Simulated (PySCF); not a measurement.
Isomers of C5H7F3NP, one GFN2-xTB conformer each. Single-point energies are computed at PBE0/pcSseg-1 (PySCF, gas phase, no added dispersion term), electronic only.

Question: Rank them by PBE0/pcSseg-1 energy, lowest first (kJ/mol).
A. `[CH3:1][C:2]#[C:3][P:4]([NH:5][CH3:6])[C:7]([F:8])([F:9])[F:10]` with C3–P4–N5–C6 -171°
B. `[CH3:1][P:2]([CH2:3][CH2:4][C:5]#[N:6])[C:7]([F:8])([F:9])[F:10]` with C1–P2–C3–C4 -174°, P2–C3–C4–C5 -171°

Answer: B (0.0), A (132.5).

As drawn, the lower has a C≡N group, which the higher lacks; the higher has a C≡C bond and an N–H bond, which the lower lacks. GFN2-xTB itself gives, in the same order: 0.0, 38.1. Both levels put the same isomer lowest.

Which frontier levels, dipoles and rotational constants go with these structures?

```tsv
SMILES	HOMO (eV, PBE0/pcSseg-1)	LUMO (eV)	dipole (D)	A, B, C (MHz)
CP(CCC#N)C(F)(F)F	-8.00	-0.08	3.51	1915, 649.9, 563.6
CC#CP(NC)C(F)(F)F	-7.00	-0.24	2.69	1377, 848.6, 613.3
```
